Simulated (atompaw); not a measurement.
# u(r) = r·R(r): atom against pseudo-atom (arsenic)

Columns: radius, all-electron u(r) and pseudo u(r) of the 4p shell (level -5.20 eV) of arsenic in the configuration [Ar] 3d10 4s2 4p3; PBE, scalar-relativistic, PAW (atompaw) scheme, atompaw 4.2.0.5.

| r (bohr) | all-electron | pseudo |
| --- | --- | --- |
| 0.092 | 0.1666 | 0.0051 |
| 0.185 | 0.0672 | 0.0202 |
| 0.277 | -0.1261 | 0.0447 |
| 0.369 | -0.2504 | 0.0777 |
| 0.462 | -0.2798 | 0.1185 |
| 0.554 | -0.2368 | 0.1649 |
| 0.646 | -0.1517 | 0.2158 |
| 0.738 | -0.0471 | 0.2694 |
| 0.831 | 0.0635 | 0.3247 |
| 0.923 | 0.1689 | 0.3789 |
| 1.015 | 0.2654 | 0.4311 |
| 1.108 | 0.3518 | 0.4805 |
| 1.200 | 0.4255 | 0.5249 |
| 1.292 | 0.4875 | 0.5640 |
| 1.385 | 0.5393 | 0.5977 |
| 1.477 | 0.5804 | 0.6248 |
| 1.569 | 0.6124 | 0.6458 |
| 1.662 | 0.6366 | 0.6611 |
| 1.754 | 0.6532 | 0.6707 |
| 1.846 | 0.6635 | 0.6754 |
| 1.938 | 0.6683 | 0.6758 |
| 2.031 | 0.6683 | 0.6725 |
| 2.123 | 0.6644 | 0.6663 |
| 2.215 | 0.6570 | 0.6577 |
| 2.308 | 0.6467 | 0.6468 |
| 2.400 | 0.6342 | 0.6342 |

How many radial nodes do the two functions have?

The all-electron 4p function has n − l − 1 = 2; the pseudo-wave has 0, since the states of the same l below it are removed with the core.

Is the pseudo-wave norm-conserving?

No, it belongs to a PAW set: the norm inside the radius is not constrained, and the difference is carried by the augmentation charge.
